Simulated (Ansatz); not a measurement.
Calculated with Ansatz (gas phase, PBE0-D4/def2-TZVP geometries, no zero-point term in ΔE). CCSD(T)/CBS is the MP2 limit (def2-TZVPP, def2-QZVPP) plus CCSD(T) − MP2 in def2-TZVPP, frozen cores. This one scheme is used for every species. Functionals use def2-TZVPP. For Zn outer-core shells are correlated without core-valence functions, which leaves a few kJ/mol of doubt a bond. Scalar relativity is left out up to krypton. Each species was taken in one conformer, which may not be the lowest.

`C[N](C)[Zn][F]` + HCl → `[F][Zn][Cl]` + dimethylamine  (ligand exchange at a Zn–N bond)

| level | ΔE (kcal/mol) |
| --- | --- |
| PBE0-D4 | -29.7 |
| MP2/CBS(def2) | -29.0 |

**Question.** What does CCSD(T)/CBS give? (Estimate.)

**Answer.** The calculation gave: -30.1 kcal/mol. The listed levels differ from it by 0.4, 1.1 kcal/mol.

Largest T1 diagnostic among the species: 0.016.

From r2SCAN to r2SCAN0 (25 % exact exchange), in def2-TZVPP and without D4, ΔE moves by −2.1 kcal/mol. At CCSD(T), def2-SVP lies +2.4 kcal/mol from the extrapolated value and def2-TZVPP +2.3 kcal/mol.

CCSD(T)/CBS has its own doubt, a few kJ/mol and more with outer-core shells, so smaller differences from it don't rank the levels.
